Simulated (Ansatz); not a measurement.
The same path of FGeH$_{3}$O$_{2}$ (7 atoms, charge 0, multiplicity 1) was run 3 times with different band settings. Lost on the way: Ge1–H2, Ge1–F3. Made: H2–F3.

The calculation used RKS PBE/def2-SVP (Ansatz 0.2.0).

Relaxed end points:

```xyz
7
Properties=species:S:1:pos:R:3
Ge -0.043 0.028 0.393
H 0.266 0.288 1.875
F 1.458 -0.344 -0.449
O -0.785 1.495 -0.270
H -1.203 1.307 -1.133
O -1.101 -1.362 0.034
H -0.562 -2.109 -0.294
```

```xyz
7
Properties=species:S:1:pos:R:3
Ge -0.599 -0.475 1.055
H 0.842 0.928 0.150
F 1.557 0.279 0.450
O -0.627 1.192 0.137
H -0.975 1.008 -0.763
O -1.030 -1.332 -0.494
H -1.139 -2.296 -0.378
```

Common settings: movable images 5; climbing image yes; spring 5.0 eV/Å²; optimiser quadratic models (default); iteration limit 60; end points relaxed.

| run | start path | force threshold |
| --- | --- | --- |
| 1 | through a guess of the saddle point | 0.05 eV/Å |
| 2 | through a guess of the saddle point | 0.5 eV/Å |
| 3 | straight line | 0.05 eV/Å |

Question: What does each run give, and how far can it be trusted?

Answer: Run 1: converged after 17 iterations, highest image 2.025 eV above the first end. Neighbouring images differ by up to 1.6 eV, so the band resolves the path poorly. A vibrational analysis at the climbing image gives one clearly imaginary mode, 1085i cm⁻¹: a first-order saddle point.
Run 2: converged after 13 iterations, highest image 2.038 eV above the first end. The threshold of 0.5 eV/Å is loose, so the images may lie well off the minimum-energy path. Neighbouring images differ by up to 1.6 eV, so the band resolves the path poorly. The order of the stationary point at the top wasn't checked.
Run 3: converged after 16 iterations, highest image 2.025 eV above the first end. Neighbouring images differ by up to 1.6 eV, so the band resolves the path poorly. Another band between the same ends (5 images) ends at a top of the same energy, where a vibrational analysis finds 1 clearly imaginary mode.
The orbitals stay closed-shell, which can raise the energy where a bond breaks towards radicals; this wasn't checked here.
